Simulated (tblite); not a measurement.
Species: C5H11PSe.
SMILES with atom numbers: `[CH3:1][P@@H:2](=[Se:3])[CH:4]1[CH2:5][CH2:6][CH2:7]1` (hydrogens: H8, H9, H10 on C1; H11 on P2; H12 on C4; H13, H14 on C5; H15, H16 on C6; H17, H18 on C7)

Computed with GFN2-xTB (tblite), gas phase: L-BFGS steps from a force-field or distance-geometry start until the largest atomic force falls under 0.01 eV/Å.

Step 16: E = -599.1822 eV
```
atom  x, y, z in Å  |  force x, y, z in eV/Å
C1     -2.4454    0.6096   -0.1635    0.048  -0.027   0.016
P2     -1.3975   -0.8833   -0.3753   -0.114  -0.025   0.109
Se3    -1.5966   -1.8467   -2.2033    0.053  -0.006  -0.078
C4      0.2923   -0.3736    0.1581    0.115   0.036   0.040
C5      1.5241   -0.9435   -0.5595    0.155   0.052  -0.071
C6      2.2010    0.4227   -0.3711   -0.020  -0.034   0.052
C7      0.7957    1.0217   -0.2420    0.088   0.057  -0.049
H8     -2.8104    0.6594    0.8648    0.038   0.112  -0.163
H9     -1.8234    1.4772   -0.3975   -0.231  -0.006   0.035
H10    -3.2851    0.5564   -0.8624    0.143   0.005   0.133
H11    -1.7744   -1.6349    0.7523   -0.039  -0.087  -0.169
H12     0.3428   -0.5398    1.2347    0.085   0.068   0.107
H13     1.2978   -1.1023   -1.6139   -0.009  -0.183   0.009
H14     2.0154   -1.8197   -0.1407   -0.084   0.020   0.000
H15     2.7214    0.4744    0.5856    0.098  -0.008  -0.103
H16     2.8459    0.8008   -1.1686   -0.153  -0.118   0.122
H17     0.4262    1.2846   -1.2325   -0.112   0.144   0.023
H18     0.6614    1.8434    0.4585   -0.061  -0.001  -0.013
```

Step 17: E = -599.1941 eV
```
atom  x, y, z in Å  |  force x, y, z in eV/Å
C1     -2.4454    0.6061   -0.1655    0.008   0.016   0.005
P2     -1.3903   -0.8853   -0.3823   -0.252   0.053   0.053
Se3    -1.5980   -1.8368   -2.2207    0.090   0.036   0.017
C4      0.2919   -0.3683    0.1628    0.150  -0.031   0.011
C5      1.5211   -0.9490   -0.5501    0.249   0.132  -0.089
C6      2.2025    0.4190   -0.3787   -0.033   0.026   0.053
C7      0.7995    1.0261   -0.2334    0.105   0.019  -0.073
H8     -2.8095    0.6591    0.8632    0.063   0.085  -0.153
H9     -1.8446    1.4877   -0.4064   -0.170  -0.073   0.051
H10    -3.2913    0.5517   -0.8571    0.142  -0.044   0.118
H11    -1.7750   -1.6433    0.7391   -0.025  -0.074  -0.180
H12     0.3415   -0.5336    1.2389    0.059   0.052   0.123
H13     1.3051   -1.1208   -1.6062   -0.041  -0.192   0.079
H14     2.0183   -1.8141   -0.1139   -0.121   0.013  -0.035
H15     2.7414    0.4772    0.5692    0.069  -0.006  -0.162
H16     2.8303    0.7908   -1.1949   -0.155  -0.131   0.191
H17     0.4221    1.2988   -1.2188   -0.097   0.147   0.049
H18     0.6717    1.8409    0.4784   -0.040  -0.028  -0.061
```

Step 18: E = -599.2077 eV
```
atom  x, y, z in Å  |  force x, y, z in eV/Å
C1     -2.4457    0.6021   -0.1681   -0.035   0.060  -0.002
P2     -1.3853   -0.8864   -0.3908   -0.262   0.131  -0.020
Se3    -1.5983   -1.8234   -2.2418    0.124   0.082   0.119
C4      0.2935   -0.3627    0.1687    0.127  -0.095  -0.020
C5      1.5217   -0.9539   -0.5396    0.239   0.158  -0.062
C6      2.2041    0.4154   -0.3876   -0.033   0.083   0.034
C7      0.8056    1.0318   -0.2236    0.066  -0.032  -0.070
H8     -2.8075    0.6598    0.8591    0.067   0.051  -0.070
H9     -1.8729    1.4988   -0.4165   -0.054  -0.102   0.049
H10    -3.2973    0.5450   -0.8489    0.080  -0.104   0.054
H11    -1.7760   -1.6541    0.7203   -0.024  -0.067  -0.166
H12     0.3396   -0.5259    1.2461    0.033   0.035   0.089
H13     1.3129   -1.1474   -1.5947   -0.063  -0.173   0.142
H14     2.0200   -1.8072   -0.0816   -0.125   0.000  -0.063
H15     2.7680    0.4813    0.5459    0.033  -0.002  -0.184
H16     2.8091    0.7766   -1.2241   -0.104  -0.103   0.198
H17     0.4155    1.3191   -1.2009   -0.062   0.131   0.075
H18     0.6843    1.8375    0.5017   -0.009  -0.052  -0.103
```

Step 19: E = -599.2201 eV
```
atom  x, y, z in Å  |  force x, y, z in eV/Å
C1     -2.4480    0.5993   -0.1712   -0.065   0.070   0.001
P2     -1.3846   -0.8840   -0.4002   -0.130   0.165  -0.062
Se3    -1.5969   -1.8076   -2.2612    0.141   0.108   0.174
C4      0.2965   -0.3591    0.1741    0.054  -0.108  -0.035
C5      1.5265   -0.9564   -0.5290    0.119   0.103  -0.004
C6      2.2057    0.4137   -0.3964   -0.026   0.095   0.004
C7      0.8128    1.0365   -0.2143   -0.009  -0.068  -0.041
H8     -2.8041    0.6598    0.8544    0.047   0.032   0.048
H9     -1.9008    1.5067   -0.4262    0.069  -0.070   0.026
H10    -3.3041    0.5360   -0.8404   -0.015  -0.146  -0.029
H11    -1.7764   -1.6640    0.6992   -0.037  -0.065  -0.136
H12     0.3352   -0.5193    1.2544    0.018   0.020   0.014
H13     1.3194   -1.1775   -1.5798   -0.063  -0.131   0.167
H14     2.0200   -1.8001   -0.0496   -0.087  -0.016  -0.073
H15     2.7965    0.4868    0.5188    0.009   0.009  -0.153
H16     2.7863    0.7613   -1.2516   -0.017  -0.037   0.132
H17     0.4083    1.3417   -1.1811   -0.022   0.099   0.085
H18     0.6989    1.8325    0.5238    0.015  -0.061  -0.118
```

**Question.** Estimate the geometry and energy of step 20. (The exact step hangs on the optimiser's Hessian estimate; all steps are aligned on step 19, rigid shifts and turns removed.)

**Answer.** E = -599.2299 eV, largest force 0.239 eV/Å
```
atom  x, y, z in Å  |  force x, y, z in eV/Å
C1     -2.4533    0.5982   -0.1747   -0.078   0.051   0.015
P2     -1.3864   -0.8772   -0.4103    0.045   0.140  -0.048
Se3    -1.5943   -1.7896   -2.2767    0.143   0.106   0.160
C4      0.2992   -0.3579    0.1784   -0.024  -0.062  -0.028
C5      1.5332   -0.9574   -0.5179   -0.030   0.006   0.050
C6      2.2075    0.4141   -0.4055   -0.018   0.054  -0.028
C7      0.8195    1.0391   -0.2056   -0.067  -0.070  -0.009
H8     -2.7997    0.6574    0.8516    0.019   0.034   0.132
H9     -1.9232    1.5109   -0.4356    0.141  -0.011  -0.002
H10    -3.3134    0.5245   -0.8338   -0.081  -0.152  -0.077
H11    -1.7758   -1.6710    0.6780   -0.057  -0.061  -0.111
H12     0.3272   -0.5153    1.2615    0.013   0.009  -0.059
H13     1.3240   -1.2070   -1.5617   -0.050  -0.086   0.149
H14     2.0196   -1.7932   -0.0196   -0.031  -0.027  -0.068
H15     2.8240    0.4940    0.4901   -0.003   0.026  -0.098
H16     2.7652    0.7472   -1.2772    0.053   0.031   0.050
H17     0.4022    1.3637   -1.1608    0.003   0.064   0.075
H18     0.7156    1.8259    0.5435    0.020  -0.052  -0.105
```

The energy changes by -0.0098 eV. The first-order estimate −F·Δx gives -0.0135 eV and the mean of the old and new forces, exact on a quadratic surface, -0.0099 eV. The step makes an angle of 77° with the force vector and moves no atom by more than 0.040 Å.

The cost below is that of the whole relaxation. Hardware: one thread of an Arm Neoverse V1, shared host. Cost: 0.78 s wall.
